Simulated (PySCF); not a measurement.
# Spinor energies of Kr⁺ (krypton, charge +1)

Start: [Ar] 3d10 4s2 4p5; 4p1/2 filled at m_j = -1/2, +1/2; 4p3/2 filled at m_j = -1/2, +1/2, +3/2. Calculated with PySCF 2.14 in x2c-QZVPPall-2c: generalised Hartree-Fock with the X2C-1e Hamiltonian and a Gaussian nucleus; one run each with spin-orbit coupling (SO) switched off, then screened by Boettger's factors.

```tsv
spinor shell	electrons	ε, spin-free (eV)	ε, screened SO (eV)	weight of nominal j (screened SO)	rms radius, screened SO (bohr)
1s1/2	2	-14417.1	-14416.7	1.000	0.0478
2s1/2	2	-1972.7	-1972.5	1.000	0.199
2p1/2	2	-1740.1	-1777.2	1.000	0.174
3s1/2	2	-317.32	-317.23	1.000	0.565
3p1/2	2	-240.79	-246.58	1.000	0.574
3p3/2	4	-240.79	-237.94	1.000	0.585
3d3/2	4	-113.95	-114.75	0.996	0.609
3d5/2	6	-113.95	-113.29	0.997	0.613
4s1/2	2	-42.709	-42.677	1.000	1.67
4p1/2	2	-24.953	-25.603	0.792	1.95
4p3/2	3	-24.953	-24.572	0.862	1.98
```

(1) Where does 2p3/2 lie, and what is the 2p spin-orbit splitting (screened SO)?

| quantity | spin-free | screened SO |
| --- | --- | --- |
| E (hartree) | -2787.69787 | -2787.88121 |
| M_J | 3/2 | 3/2 |
| ⟨J²⟩ | 3.761 | 3.760 |
| ⟨L²⟩ | 2.008 | 2.012 |
| ⟨S²⟩ | 0.753 | 0.756 |

Each row is a mean over spinors that exchange with the open shell spreads, by up to 3.283 eV (4s1/2).

Rows whose weight is well below 1 are mixtures of j = l ± 1/2: exchange outweighs spin-orbit coupling there, and the label is only the starting occupation.

Without spin-orbit coupling the j labels of p, d and f shells carry no meaning; the spin-free column gives the mean over the occupied spinors of each nl shell.

Results:

(1) At -1722.4 eV, 54.858 eV above 2p1/2.
